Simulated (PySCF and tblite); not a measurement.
Results of a calculation; reference values are marked as such.
C2H2BrN3, numbered as in [Br:1][c:2]1[n:3][cH:4][n:5][nH:6]1.

Classical Langevin dynamics with GFN2-xTB (tblite), gas phase: time step 1.5 fs, H mass 4 u, friction 0.005 fs⁻¹, 1000 steps to settle and 8000 to sample, one trajectory a temperature from the lowest conformer.

GIAO shieldings at KT2/pcSseg-1 (PySCF) on 7 frames a temperature; like atoms are averaged, and of two unlike H on one atom a is the less shielded at the minimum.

Task: How far do thermal motions move the shieldings from their values at the minimum?

Result: 
```tsv
signal	σ at minimum (ppm)	Δσ, 450 K
Br1	2102.4	-48.4 ± 43.0
C2	49.3	1.1 ± 2.3
N3	-8.7	-2.5 ± 6.4
C4	40.5	-0.4 ± 1.7
N5	-56.4	-23.4 ± 6.0
N6	43.8	-4.0 ± 3.6
H4	23.82	-0.02 ± 0.22
H6	21.86	-0.54 ± 0.17
```

Errors are standard errors over frames. Zero-point motion is missing, and a reference compound would move too.

Task: What do the single frames at 450 K give for C4?

Result: 
| t (fs) | V above the minimum, tight binding (kcal/mol) | E above it, DFT (kcal/mol) | torsions (°) | σ (ppm) |
| --- | --- | --- | --- | --- |
| 2356 | 13.9 | 14.6 | none | 34.1 |
| 4071 | 6.9 | 7.0 | none | 42.4 |
| 5786 | 6.5 | 9.9 | none | 40.0 |
| 7500 | 5.2 | 7.8 | none | 43.9 |
| 9214 | 9.6 | 10.9 | none | 38.3 |
| 10929 | 10.8 | 15.0 | none | 46.4 |
| 12644 | 8.8 | 10.1 | none | 35.7 |

Spin–orbit effects of the heavy atoms on shieldings are missing. Changes within two standard errors are not significant.
